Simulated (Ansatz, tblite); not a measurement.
Removing and adding an electron: the cluster GeS2 (the lowest singlet isomer of a short search). Total charge 0; singlet. Geometry: PBE0-D4/def2-TZVP. Ansatz, gas phase; energy differences of separate SCF runs; the oxidised species was run as a doublet alone; the reduced species was run as a doublet alone.

```xyz
3

Ge    0.000    0.000    0.000
S     0.429    1.944   -0.132
S    -0.429   -1.944    0.132
```

The xTB rows come from tblite. Correlated methods freeze 19 core orbitals; core or outer-core shells of Ge are correlated, in sets that lack core-valence functions. In CCSD on the charge -1 doublet the largest single amplitude is 0.49, so its Hartree–Fock determinant may place the open shell otherwise than the density functionals do. The structure comes from a short search, and lower isomers may exist.

```tsv
level	−HOMO (eV)	vertical IE (eV)	−LUMO (eV)	vertical EA (eV)	HOMO–LUMO gap (eV)	IE − EA (eV)	remarks
GFN1-xTB	11.52	15.24	6.57	–	4.95	–	–
GFN2-xTB	11.21	14.12	8.15	5.33	3.06	8.78	–
PBE-D4/def2-TZVP	6.80	9.76	3.16	–	3.65	–	–
PBE-D4/def2-TZVPD	6.85	–	3.25	0.73	3.60	–	HOMO above zero (-1 doublet)
r2SCAN-D4/def2-TZVP	7.10	9.88	3.01	–	4.09	–	–
r2SCAN-D4/def2-TZVPD	7.12	–	3.06	0.69	4.06	–	HOMO above zero (-1 doublet)
PBE0-D4/def2-TZVP	7.92	9.93	2.28	–	5.64	–	–
PBE0-D4/def2-TZVPD	7.95	–	2.39	0.68	5.56	–	HOMO above zero (-1 doublet)
CCSD/def2-TZVPD	–	–	–	0.43	–	–	large T1 (0.093) (-1 doublet)
CCSD/def2-TZVPP	–	9.88	–	–	–	–	spin-contaminated (⟨S²⟩ 1.08) (+1 doublet)
CCSD(T)/def2-TZVPD	–	–	–	0.51	–	–	large T1 (0.093) (-1 doublet)
CCSD(T)/def2-TZVPP	–	9.91	–	–	–	–	spin-contaminated (⟨S²⟩ 1.08) (+1 doublet)
```

Relaxing the oxidised species (PBE0-D4/def2-TZVP) changes its energy by -0.01 eV at PBE0-D4/def2-TZVP, so the adiabatic ionisation energy to this nearest minimum is 9.92 eV. At PBE-D4/def2-TZVP it is 9.72 eV.  Run but left out: HF/def2-TZVPP, MP2/def2-TZVPP (charge +1 doublet: ⟨S²⟩ 1.08, where a pure state has 0.75); HF/def2-TZVPD, MP2/def2-TZVPD (charge -1 doublet: a determinant that CCSD turns far, T1 0.093).   A HOMO above zero means that the electron is unbound at that level or that self-interaction error raises the level; the energy of removing that electron tells which. Raw xTB energy differences between charge states are shifted by several eV; the methods need an empirical correction for them.
